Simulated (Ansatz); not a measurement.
```yaml
crystal:
  periodic: [false, false, false]
  atoms:
    - {symbol: C, position_ang: [0.437436, -0.205592, 0.426182]}
    - {symbol: S, position_ang: [1.329061, 1.064842, 0.823721]}
    - {symbol: Zn, position_ang: [1.014207, -0.879784, -0.085022]}
    - {symbol: H, position_ang: [0.714207, -0.879784, -0.385022]}
    - {symbol: H, position_ang: [-0.473920, -0.468133, 0.964413]}
basis:
  gaussian: {orbitals: STO-3G}
hamiltonian: {xc: {name: LC-wPBE}}
```

```sh
$ ansatz run in.yaml --threads 2 --pin off --events-out ev --progress --plain --max-ram 4352MiB
```

It prints (some lines left out):

```
Functional definition: LC-wPBE
361 factors; integrals over basis functions are off by at most 2.3e-4 eV
145 factors; integrals over basis functions are off by at most 3.1e-6 eV
mean field evaluation 1: about -59074.4763 eV, gradient 5.5e2 eV
mean field evaluation 2: about -59177.0181 eV, gradient 2.2e2 eV
mean field evaluation 4: about -59331.7134 eV, gradient 3.0e2 eV
mean field evaluation 8: about -59492.0373 eV, gradient 3.7e0 eV
mean field evaluation 16: about -59492.0381 eV, gradient 8.0e-3 eV
a density is far from that of the atoms, so the factors are made again for it
401 factors; integrals over basis functions are off by at most 2.2e-5 eV
146 factors; integrals over basis functions are off by at most 8.5e-7 eV
mean field -59492.03782728 eV, -2186.2920650009 hartree, gradient 2.2e-5 eV, S^2 0.000000; 0 other end points of the search recorded, 0 dependent functions left out
reference -59492.03782728 eV, -2186.2920650010 hartree; 27, 27 occupied and 7, 7 virtual orbitals, 401 factors
Total energy: -59492.03782728 eV, -2186.2920650010 hartree
```

Problem. Something in this input is off. What?

Solution. One atom was put on top of another. The run converged. The result belongs to that input, not to the molecule as meant.
